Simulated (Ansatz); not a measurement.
Ansatz (a quantum-chemistry and plane-wave program) input (SVWN5/6-31G*):

Ansatz 0.2 input:
```yaml
crystal:
  periodic: [false, false, false]
  atoms:
    - {symbol: B, position_ang: [0.00000000, 0.00000000, 0.00000000]}
    - {symbol: O, position_ang: [-0.00000000, -0.00000000, -1.26121000]}
    - {symbol: O, position_ang: [0.00000000, 0.00000000, 1.26121000]}
basis:
  gaussian:
    orbitals: 6-31G*
hamiltonian:
  xc: {name: SVWN5}
magnetization: {spin_polarized: true, initial_magnetization: 1}
output: {forces: true}
```

Output:

```
Functional definition: SVWN5
integrals: 0.01 GiB planned
407 factors; their error is unknown
mean field: 0.09 GiB planned
mean field evaluation 1: about -4729.8443 eV, gradient 3.3e1 eV
mean field evaluation 2: about -4718.6171 eV, gradient 6.5e1 eV
mean field evaluation 4: about -4733.5720 eV, gradient 3.5e0 eV
mean field evaluation 8: about -4733.6136 eV, gradient 1.9e0 eV
mean field evaluation 16: about -4733.6085 eV, gradient 9.2e-5 eV
mean field evaluation 32: about -4733.6085 eV, gradient 7.8e-5 eV
mean field -4733.60850443 eV, -173.9569039828 hartree, gradient 9.9e-6 eV, S^2 0.755678; 2 other end points of the search recorded, 0 dependent functions left out
the calculation of the forces begins
reference -4733.60851754 eV, -173.9569044646 hartree; 11, 10 occupied and 34, 35 virtual orbitals, 407 factors
Total energy: -4733.60851754 eV, -173.9569044646 hartree
Atom 0 at     0.000000     0.000000     0.000000 Å, force    -0.000000     0.000000    -0.000000 eV/Å
Atom 1 at    -0.000000    -0.000000    -1.261210 Å, force     0.000000    -0.000000    -0.343392 eV/Å
Atom 2 at     0.000000     0.000000     1.261210 Å, force     0.000000    -0.000000     0.343392 eV/Å
Dipole moment:     0.000000     0.000000     0.000000 e Å
```

The geometry given is a B3LYP-D3(BJ)/def2-TZVP minimum.
